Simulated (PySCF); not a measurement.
Compound: C5H6FOS2 (charge +1).
Cartesian coordinates in Å at the GFN2-xTB level; atoms count from 1:
```
atom  x, y, z in Å
C1    -2.8079    0.3046    0.6904
O2    -2.1953   -0.5320   -0.2808
C3    -0.9008   -0.4838   -0.4410
C4    -0.2257   -1.2370   -1.3627
S5     1.4638   -1.0587   -1.4323
C6     1.5705    0.1126   -0.2258
C7     2.8887    0.6291    0.2681
F8     3.2245   -0.0464    1.4090
S9     0.1166    0.5745    0.5246
H10   -3.8724    0.0833    0.6439
H11   -2.6428    1.3598    0.4555
H12   -2.4284    0.0822    1.6918
H13   -0.7163   -1.9247   -2.0293
H14    2.8367    1.6925    0.5296
H15    3.6844    0.4519   -0.4630
```

NICS = −σ at a ghost point: NICS(0) at the centroid of the ring atoms, NICS(1) 1 Å to either side along the normal of their mean plane, zz for the tensor component along that normal. Level: GIAO PBE0/pcSseg-1 (PySCF, non-relativistic, gas phase) on the GFN2-xTB geometry, one conformer.

Ring bond lengths (Å), with Mayer bond orders in brackets: C3–C4 1.368 (1.48), C4–S5 1.700 (1.20), S5–C6 1.685 (1.34), C6–S9 1.700 (1.24), S9–C3 1.757 (1.10).

Question: Give the NICS values of each ring in ppm.

Answer: 
| ring | type | NICS(0) | NICS(1), two faces | NICS(1)zz, two faces | rms pucker (Å) | centre to ring atoms, mean (Å) |
| --- | --- | --- | --- | --- | --- | --- |
| C3–C4–S5–C6–S9 | 5-membered ring with 2 S; formal bonds all aromatic | -12.4 | -11.2 / -11.0 | -23.6 / -22.8 | 0.01 | 1.39 |

Question: What can be read from them?

Answer: 
- C3–C4–S5–C6–S9: mean NICS(1)zz -23.2 ppm, shielded. For a flat ring without four-coordinate atoms the NICS criterion counts such a value as aromatic.

Question: What does the geometric index give? HOMA = 1 − mean of α(R − Ropt)² over the ring bonds, with Krygowski's 1993 parameters (CC: Ropt 1.388 Å, α 257.7 Å⁻²; CS: Ropt 1.677 Å, α 94.09 Å⁻²).

Answer: 
- C3–C4–S5–C6–S9: HOMA 0.84; the largest term is that of S9–C3, α(R − Ropt)² = 0.60. The geometric and the magnetic index point the same way.

Question: What field does 1 T along the ring normal induce along that normal at the first NICS(1) probe listed for ring C3–C4–S5–C6–S9, 1 Å off the ring?

Answer: NICSzz × B0 = -23.6 ppm × 1 T = -24 μT, against the applied field.

On an Arm Neoverse V2 with one thread, shared host with 96 logical CPUs at a one-minute load of 11, this took 27 s and 0.87 GiB of memory at its peak. This is the whole shielding run at PBE0/pcSseg-1, SCF included.
